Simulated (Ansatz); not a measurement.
One change: `B[CH2][SnH3]` becomes `BCI`.

Ansatz, PBE0-D4/def2-TZVP geometries, multiplicity 1. 

Elements past krypton have def2 core potentials.

```tsv
property	`B[CH2][SnH3]`
LUMO energy (PBE0/def2-TZVPP) / eV	-0.96
size of the dipole moment (PBE/def2-TZVPP) / D	1.43
LUMO energy (PBE/def2-TZVPP) / eV	-1.89
zero-point energy (PBE0-D4/def2-TZVP) / kJ/mol	177.9
HOMO energy (ωB97M-V/def2-TZVPP) / eV	-10.51
ideal-gas entropy at 298 K and 1 bar (rigid rotor, harmonic PBE0-D4/def2-TZVP) / J/(mol·K)	328
```

Problem. What does the change do to each property? (Best estimate.)

Solution. Computed: 
```json
{"property": "LUMO energy (PBE0/def2-TZVPP) / eV", "`BCI`": "-1.49", "shift": "-0.53"}
{"property": "size of the dipole moment (PBE/def2-TZVPP) / D", "`BCI`": "1.49", "shift": "0.06"}
{"property": "LUMO energy (PBE/def2-TZVPP) / eV", "`BCI`": "-2.42", "shift": "-0.53"}
{"property": "zero-point energy (PBE0-D4/def2-TZVP) / kJ/mol", "`BCI`": "127.0", "shift": "-50.9"}
{"property": "HOMO energy (ωB97M-V/def2-TZVPP) / eV", "`BCI`": "-9.96", "shift": "0.55"}
{"property": "ideal-gas entropy at 298 K and 1 bar (rigid rotor, harmonic PBE0-D4/def2-TZVP) / J/(mol·K)", "`BCI`": "290", "shift": "-38"}
```

With PBE0 the HOMO rises by 0.59 eV and the LUMO falls by 0.53 eV, so the gap narrows by about 1.12 eV. PBE moves the HOMO by 0.62 eV and ωB97M-V by 0.55 eV. The zero-point energy changes by -50.9 kJ/mol with -9 modes. Dipoles are sizes alone; their direction can turn. Modes under 60 cm⁻¹, often nearly free rotors, make the harmonic entropy too high.

Spin–orbit coupling is left out; it splits and shifts lone-pair levels of the heavy atoms by tenths of an eV.
